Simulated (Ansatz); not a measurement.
**Question.** Name a neutral molecule of Si, Te and H with LUMO energy (ωB97M-V/def2-TZVPP) between 0.65 and 0.95 eV and HOMO energy (PBE0/def2-TZVPP) between -6.65 and -6.35 eV (Ansatz, PBE0-D4/def2-TZVP geometry).

**Answer.** `[SiH3][SiH2][TeH]` (0.90 eV, -6.54 eV). Other molecules can fit too; these were computed, each in one conformer that needn't be the lowest.
